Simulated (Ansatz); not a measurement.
A nudged elastic band was laid between two geometries of FH$_{2}$NOSi (6 atoms, charge 0, multiplicity 1).

Level of theory: RKS BHLYP/def2-SVPD in Ansatz 0.2.0.

```json
{"movable images": "1", "climbing image": "no", "spring": "5.0 eV/Å²", "optimiser": "quadratic models (default)", "start path": "through a guess of the saddle point", "force threshold": "0.05 eV/Å", "iteration limit": "60", "end points": "relaxed"}
```

First end point:

```xyz
6
Properties=species:S:1:pos:R:3
N -0.262 0.827 -0.164
Si 0.290 -0.692 0.239
O 1.170 -1.124 1.389
F -0.320 -1.657 -0.881
H -0.030 1.640 0.376
H -0.848 1.004 -0.959
```

Last end point:

```xyz
6
Properties=species:S:1:pos:R:3
N -0.670 0.960 -0.715
Si -0.014 -0.323 -0.102
O 0.912 -0.325 1.224
F -0.039 -1.861 -0.531
H 1.062 0.515 1.653
H -1.251 1.033 -1.529
```

(1) Which bonds break or form, and what moves?

(2) Give the energies along the band, and the barrier.

(3) What is the geometry of the highest image?

The band took 9 iterations and of the order of 40 core-seconds.

Answers

(1) Bonds broken: N1–H5. Bonds formed: O3–H5.

(2) The run converged. The highest image is number 1 of 0 to 2, 259.6 kJ/mol above the first end and 191.9 kJ/mol above the last; the last end lies 67.7 kJ/mol above the first. Neighbouring images differ by up to 2.7 eV, so the band resolves the path poorly. No image climbed, so the highest image needn't sit at the top of the path. So few images can step over the top or miss a turn of the path. The orbitals stay closed-shell, which can raise the energy where a bond breaks towards radicals; this wasn't checked here.

| image | path coordinate (Å) | energy (kJ/mol) | N1–H5 (Å) | O3–H5 (Å) |
| --- | --- | --- | --- | --- |
| 0 | 0.00 | 0.0 | 1.00 | 3.18 |
| 1 | 1.51 | 259.6 | 1.36 | 1.36 |
| 2 | 3.01 | 67.7 | 2.97 | 0.95 |

(3) 
```xyz
6
Properties=species:S:1:pos:R:3
N -0.387 0.839 -0.342
Si 0.099 -0.656 -0.025
O 0.935 -0.329 1.259
F -0.110 -2.072 -0.692
H 0.392 0.820 0.772
H -0.930 1.398 -0.972
```

Time of the run: 19 s on 2 threads of Arm Neoverse V2, with other jobs on the host, peak memory 0.21 GiB.
